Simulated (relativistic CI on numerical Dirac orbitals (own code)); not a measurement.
Ru⁴⁺: resonant inelastic scattering at the L2,3 edge

Computed with this model: Dirac-Coulomb-Breit CI, separate exchange-only KLI orbitals for each configuration, model QED, valence Slater integrals scaled by 0.8, Kramers-Heisenberg scattering through one core-hole configuration in a parametric crystal field; configurations [Kr] 4d4 → [He] 2s2 2p5 3s2 3p6 3d10 4s2 4p6 4d5; 10 K; core-hole width 1.6 eV; summed over polarisations. Incident energies are the highest absorption maxima for each field (at most a few, so the weaker spin-orbit partner edge can be absent), on the computed scale of the free ion. Intensities are in per cent of the strongest line above 0.02 eV; levels within 1 cm⁻¹ are merged; final levels count from the ground level, the first row holds all elastic scattering, lines under 0.4 are left out and each table stops after 24 rows. The scale of the Slater integrals is a model choice and moves the terms in proportion.

Field parameters in Wybourne normalisation: Oh B⁴₀ = 21Dq, B⁴₄ = √(5/14) B⁴₀. The field is a parameter set, without covalency.

S is read from ⟨S²⟩ = S(S + 1).

Oh, 10Dq = 7250 cm⁻¹:

| Final level (eV) | Degeneracy | Irrep | S | 2845.4 eV | 2974.7 eV |
| --- | --- | --- | --- | --- | --- |
| 0.000 | 1 | A1 | 1.96 | 1734.9 | 121.9 |
| 0.033 | 3 | T1 | 1.98 | 46.7 | 30.1 |
| 0.063 | 2 | E | 1.99 | 73.9 | 11.9 |
| 0.079 | 3 | T2 | 1.99 | 45.7 | 8.0 |
| 0.909 | 3 | T2 | 1.99 | 56.8 | 0.3 |
| 0.915 | 3 | T1 | 1.98 | 13.5 | 1.1 |
| 0.923 | 1 | A1 | 1.97 | 23.6 | 17.0 |
| 1.021 | 3 | T1 | 1.98 | 0.1 | 0.9 |
| 1.024 | 2 | E | 1.97 | 10.7 | 5.5 |
| 1.084 | 3 | T2 | 1.97 | 3.0 | 3.7 |
| 1.265 | 1 | A1 | 1.03 | 100.0 | 24.8 |
| 1.374 | 3 | T1 | 1.02 | 26.5 | 13.4 |
| 1.424 | 3 | T2 | 0.99 | 6.6 | 22.5 |
| 1.444 | 2 | E | 1.00 | 8.7 | 8.0 |
| 2.017 | 3 | T2 | 0.92 | 8.3 | 26.0 |
| 2.044 | 3 | T1 | 0.99 | 4.8 | 1.0 |
| 2.054 | 1 | A1 | 1.02 | 16.9 | 4.5 |
| 2.118 | 3 | T1 | 1.02 | 47.6 | 20.2 |
| 2.123 | 2 | E | 0.92 | 6.4 | 2.5 |
| 2.192 | 3 | T2 | 0.90 | 5.0 | 8.0 |
| 2.250 | 3 | T1 | 1.02 | 3.0 | 12.8 |
| 2.314 | 2 | E | 0.99 | 6.0 | 3.6 |
| 2.324 | 3 | T2 | 0.99 | 8.1 | 0.1 |
| 2.385 | 3 | T2 | 0.91 | 0.9 | 1.8 |

Oh, 10Dq = 16350 cm⁻¹:

```
Final level (eV)  Degeneracy  Irrep     S  2845.1 eV
           0.000           1     A1  1.67     2899.9
           0.076           3     T1  1.79       39.5
           0.140           2      E  1.90       45.2
           0.168           3     T2  1.94       47.7
           0.477           1     A1  1.43       83.6
           0.519           3     T1  1.29       10.8
           0.556           3     T2  1.08       10.3
           0.589           2      E  1.14       15.5
           1.509           3     T2  0.21       12.9
           1.641           2      E  0.23       31.8
           1.971           1     A1  1.53       69.6
           2.032           3     T1  1.66       91.9
           2.100           3     T2  1.89       62.5
           2.110           3     T1  1.57       21.7
           2.143           2      E  1.64       22.9
           2.201           3     T2  1.29        3.5
           2.203           3     T1  1.18       19.5
           2.240           3     T2  1.55       16.5
           2.329           1     A1  1.54        6.9
           2.347           3     T1  1.39      100.0
           2.399           2      E  1.00       13.1
           2.440           3     T2  1.11        3.7
           2.464           3     T2  1.04        3.5
           2.510           3     T1  1.44        2.2
```

For the first field the strongest loss at the lowest incident energy is the level at 1.27 eV (S = 1.03, against 1.96 in the thermal ground state). Levels of other spin, the first over 8 % at 1.27 eV, appear because spin-orbit coupling of the core hole, and in heavier ions of the valence shell too, mixes spins.
